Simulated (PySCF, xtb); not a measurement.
C5H6O2, SMILES C=C=CCC(=O)O. One conformer was computed; it need not be the lowest.

Harmonic wavenumbers (cm⁻¹) from GFN2-xTB (xtb 6.7.1) at its own minimum, in rising order: 24, 44, 151, 217, 302, 400, 493, 521, 531, 625, 670, 851, 851, 894, 922, 975, 1032, 1096, 1134, 1161, 1203, 1268, 1333, 1420, 1446, 1797, 2100, 2924, 3012, 3050, 3074, 3080, 3443.

What does PySCF 2.14.0 with TPSSh-D3(BJ)/def2-SVP give at its own minimum? (Estimate from the structure and the level; the computed values follow.)

46, 49, 157, 238, 333, 412, 500, 534, 573, 644, 682, 865, 880, 894, 938, 1002, 1038, 1144, 1155, 1193, 1264, 1349, 1410, 1435, 1481, 1847, 2069, 3018, 3116, 3121, 3150, 3206, 3704. Paired by order, the mean absolute difference is 44 cm⁻¹ and the zero-point energies are 60.1 and 62.1 kcal/mol.
